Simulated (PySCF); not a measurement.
**Deuteron quadrupole couplings in 4-methylbiphenyl**

Species: 4-methylbiphenyl, C13H12.
Atom-mapped SMILES: `[CH3:1][c:2]1[cH:3][cH:4][c:5](-[c:6]2[cH:7][cH:8][cH:9][cH:10][cH:11]2)[cH:12][cH:13]1` (hydrogens: H14, H15, H16 on C1; H17 on C3; H18 on C4; H19 on C7; H20 on C8; H21 on C9; H22 on C10; H23 on C11; H24 on C12; H25 on C13)

Cartesian coordinates in Å at the PBE0-D3(BJ)/def2-SVP level; atoms count from 1:
```
atom  x, y, z in Å
C1     4.7200   -0.0348    0.3317
C2     3.2236    0.0257    0.2354
C3     2.4906    1.0016    0.9196
C4     1.1059    1.0772    0.8060
C5     0.3955    0.1747    0.0027
C6    -1.0770    0.2515   -0.1172
C7    -1.8551   -0.9130   -0.2011
C8    -3.2408   -0.8413   -0.3158
C9    -3.8798    0.3974   -0.3479
C10   -3.1198    1.5633   -0.2643
C11   -1.7341    1.4908   -0.1510
C12    1.1293   -0.8060   -0.6802
C13    2.5131   -0.8775   -0.5644
H14    5.0870   -1.0700    0.2698
H15    5.1915    0.5274   -0.4921
H16    5.0821    0.4012    1.2739
H17    3.0147    1.7123    1.5649
H18    0.5610    1.8344    1.3748
H19   -1.3664   -1.8889   -0.1508
H20   -3.8273   -1.7617   -0.3711
H21   -4.9671    0.4540   -0.4377
H22   -3.6097    2.5396   -0.2969
H23   -1.1455    2.4105   -0.1126
H24    0.6072   -1.5117   -1.3307
H25    3.0577   -1.6505   -1.1142
```

Level: PBE0/pcSseg-1 (PySCF, non-relativistic); Q(2H) = 0.00286 b; rigid geometry, the same for H and D, with no vibrational averaging.

Question: Give the electric field gradient Vzz (the principal value of largest size), its asymmetry and the 2H coupling at each hydrogen.

Answer: 
```
atom  bonded to  bond length (Å)  Vzz (au)     η  χzz (kHz)
 H14         C1            1.100    0.2920  0.03        196
 H15         C1            1.103    0.2879  0.02        193
 H16         C1            1.100    0.2928  0.03        197
 H17         C3            1.094    0.3020  0.08        203
 H18         C4            1.093    0.3026  0.07        203
 H19         C7            1.093    0.3028  0.07        203
 H20         C8            1.093    0.3039  0.07        204
 H21         C9            1.093    0.3048  0.07        205
 H22        C10            1.093    0.3038  0.07        204
 H23        C11            1.093    0.3028  0.07        203
 H24        C12            1.093    0.3026  0.07        203
 H25        C13            1.094    0.3018  0.07        203
```

Question: Give the 2H NMR doublet splittings at H19 for a magnetic field along the z, y and x axes of the gradient: 3χ/2, 3χ(1 + η)/4, 3χ(1 − η)/4.

Answer: With |χ| = 203.5 kHz and η = 0.070: 305, 163 and 142 kHz, to first order and without motion.

The structure is a single PBE0-D3(BJ)/def2-SVP conformer in the gas phase; no vibrational or solvent corrections. A larger basis could move these couplings by a tenth or more.

The run behind these numbers computed NMR shieldings as well. On an Intel Xeon at 2.60 GHz with 2 threads, no GPU, shared host with 128 logical CPUs at a one-minute load of 13, this took 43 s wall, 1.7 min CPU and 2.0 GiB of memory at its peak.
